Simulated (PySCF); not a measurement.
Compound: C₆H₆NO (charge +1).
Structure used (PBE0-D3(BJ)/def2-SVP), in Å, numbered top down from 1:
```xyz
14
C6H6NO angstrom
C     -1.7647    2.0539    0.2932
C     -1.6130    0.8982   -0.0249
C     -1.4528   -0.4953   -0.3941
N     -0.0279   -0.8744   -0.4648
C      0.9214   -0.6380    0.5187
C      2.0736   -1.1644    0.0453
O      1.8227   -1.6948   -1.1811
C      0.5650   -1.5034   -1.4556
H     -1.9078    3.0855    0.5715
H     -1.9364   -1.1616    0.3393
H     -1.8972   -0.7056   -1.3789
H      0.6880   -0.1079    1.4398
H      3.0891   -1.2384    0.4268
H      0.1327   -1.8418   -2.3973
```

All values: B3LYP/def2-SVPD (PySCF, non-relativistic), on one gas-phase PBE0-D3(BJ)/def2-SVP geometry that isn't relaxed in the solvent. The solvent is an IEF-PCM continuum (Bondi radii, 1.10 Å for H, scaled by 1.2). Specific hydrogen bonds and non-electrostatic terms are outside this model.

Gas phase at B3LYP/def2-SVPD: HOMO -12.02 eV, LUMO -6.55 eV.

Q: What does the continuum do to the energy and the frontier levels at B3LYP/def2-SVPD in tetrahydrofuran and dimethylsulfoxide?

A: 
| solvent | ε | E(solvent) − E(gas) (kJ/mol) | polarisation term (kJ/mol) | distortion of the solute (kJ/mol) | HOMO (eV) | LUMO (eV) |
| --- | --- | --- | --- | --- | --- | --- |
| tetrahydrofuran | 7.426 | -209.31 | -213.85 | 4.54 | -8.70 | -2.57 |
| dimethylsulfoxide | 46.83 | -238.39 | -245.12 | 6.73 | -8.29 | -2.04 |

The first energy column is the sum of the next two and covers electrostatics alone. From tetrahydrofuran to dimethylsulfoxide the lowering changes by a factor 1.14, Born's factor 1 − 1/ε by 1.13 and ε itself by 6.3.

Q: Which radius a makes Born's formula ΔE = −(q²/2a)(1 − 1/ε) give the value in dimethylsulfoxide?

A: a = q²(1 − 1/ε)/(2|ΔE|) = 2.85 Å, with q = +1 e and |ΔE| = 0.0908 Eh; the farthest nucleus lies 4.00 Å from the centroid of the nuclei. The formula assumes a point charge at the centre of a sphere.

Q: How does the static polarisability (B3LYP/def2-SVPD, frozen core, with the continuum's full static response) change?

A: 
```json
{"medium": "gas", "isotropic (au)": "70.2", "principal values (au)": "50.5, 69.8, 90.2", "⟨r²⟩ of the electrons (bohr²)": "955.4"}
{"medium": "tetrahydrofuran", "isotropic (au)": "88.2", "principal values (au)": "64.4, 89.6, 110.6", "⟨r²⟩ of the electrons (bohr²)": "957.6"}
{"medium": "dimethylsulfoxide", "isotropic (au)": "92.7", "principal values (au)": "68.6, 94.5, 115.1", "⟨r²⟩ of the electrons (bohr²)": "958.1"}
```

The isotropic value in dimethylsulfoxide is 1.32 times the gas-phase one; no cavity-field correction is applied. ⟨r²⟩ is taken about the centre of nuclear charge.
